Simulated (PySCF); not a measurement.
One molecule, a ladder of functionals, a line

Molecule: `C=C(C=O)S[SiH3]`, C$_{3}$H$_{6}$OSSi.

Geometry:
| atom | x (Å) | y (Å) | z (Å) |
| --- | --- | --- | --- |
| C1 | -1.914 | -1.331 | -0.313 |
| C2 | -0.821 | -0.566 | -0.133 |
| C3 | -1.006 | 0.776 | 0.448 |
| O4 | -0.104 | 1.550 | 0.661 |
| S5 | 0.797 | -1.097 | -0.562 |
| Si6 | 2.162 | 0.523 | -0.052 |
| H7 | -1.862 | -2.336 | -0.737 |
| H8 | -2.898 | -0.946 | -0.028 |
| H9 | -2.062 | 1.043 | 0.690 |
| H10 | 2.316 | 0.793 | 1.402 |
| H11 | 2.031 | 1.750 | -0.881 |
| H12 | 3.402 | -0.189 | -0.505 |

GIAO shieldings (ppm, equivalent atoms averaged) in PySCF 2.14.0 with density-fitted response routines on the PBE0-D3(BJ)/def2-SVP geometry, basis pcSseg-1, gas phase, non-relativistic:

```tsv
functional	exact exchange (%)	σ(S5)	σ(Si6)
BLYP	0	550.5	382.1
BP86	0	571.8	390.2
PBE	0	575.2	392.3
B3LYP	20	579.2	394.3
PBE0	25	609.1	407.0
BHandHLYP	50	616.4	412.9
HF	100	674.8	447.0
```

**Question.** Fit each shielding as a line in the percentage of exact exchange.

**Answer.** σ(S5) = 566.6 + 1.08 x (rms 10.0 ppm); σ(Si6) = 387.6 + 0.58 x (rms 4.2 ppm). The functionals also differ in their semilocal parts, which the line can't hold; Hartree–Fock has no correlation at all.

**Question.** What does the line predict for mPW1PW91 (25 %), and what does the run give?

**Answer.** σ(S5): 593.6 predicted, 605.5 computed; σ(Si6): 402.1 predicted, 404.9 computed ppm.
